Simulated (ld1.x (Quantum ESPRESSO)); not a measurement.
Reading a pseudo-wave (nitrogen (N))

Columns: radius, all-electron u(r) and pseudo u(r) of the 2p shell (level -7.24 eV) of nitrogen in the configuration [He] 2s2 2p3; LDA (PZ), scalar-relativistic, TM scheme, ld1.x (Quantum ESPRESSO) 7.5.

| r (bohr) | all-electron | pseudo |
| --- | --- | --- |
| 0.068 | 0.0376 | 0.0167 |
| 0.135 | 0.1194 | 0.0643 |
| 0.202 | 0.2180 | 0.1384 |
| 0.270 | 0.3201 | 0.2334 |
| 0.338 | 0.4157 | 0.3394 |
| 0.405 | 0.4995 | 0.4453 |
| 0.473 | 0.5723 | 0.5454 |
| 0.540 | 0.6319 | 0.6300 |
| 0.608 | 0.6805 | 0.6977 |
| 0.675 | 0.7174 | 0.7453 |
| 0.742 | 0.7445 | 0.7753 |
| 0.810 | 0.7632 | 0.7909 |
| 0.878 | 0.7742 | 0.7955 |
| 0.945 | 0.7786 | 0.7927 |
| 1.013 | 0.7777 | 0.7854 |
| 1.080 | 0.7722 | 0.7756 |
| 1.148 | 0.7629 | 0.7640 |
| 1.215 | 0.7508 | 0.7510 |
| 1.283 | 0.7360 | 0.7360 |
| 1.350 | 0.7196 | 0.7196 |
| 1.418 | 0.7016 | 0.7016 |
| 1.485 | 0.6826 | 0.6826 |
| 1.553 | 0.6627 | 0.6627 |
| 1.620 | 0.6425 | 0.6425 |
| 1.688 | 0.6217 | 0.6217 |
| 1.755 | 0.6010 | 0.6010 |

Task: How many radial nodes do the two functions have?

Result: The all-electron 2p function has n − l − 1 = 0; the pseudo-wave has 0.

Task: At about which radius was the pseudo-wave matched?

Result: 1.35 bohr. The columns agree to 0.0005 from 1.22 bohr on; several derivatives are matched, so the curves merge somewhat inside the radius.

Task: Is the pseudo-wave norm-conserving?

Result: Yes: the TM scheme keeps the norm inside the radius equal to the all-electron one, which fixes the energy derivative of the logarithmic derivative at the level.
